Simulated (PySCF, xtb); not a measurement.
C2H8O2Si, SMILES O[SiH2][C@@H](O)C.

GFN2-xTB (xtb) at its own geometry gives an orbital gap of 5.60 eV and a dipole moment of 1.35 D.

Coordinates come from a PBE0-D3(BJ)/def2-SVP optimisation. The structure was generated by enumeration; whether it is a known compound was not checked. The values are those of a single conformer.

What does PBE/def2-TZVP (PySCF) give? (Estimate from the structure and the level; the computed values follow.)

gap 5.52 eV (levels -6.04 and -0.52 eV), dipole 2.22 D.
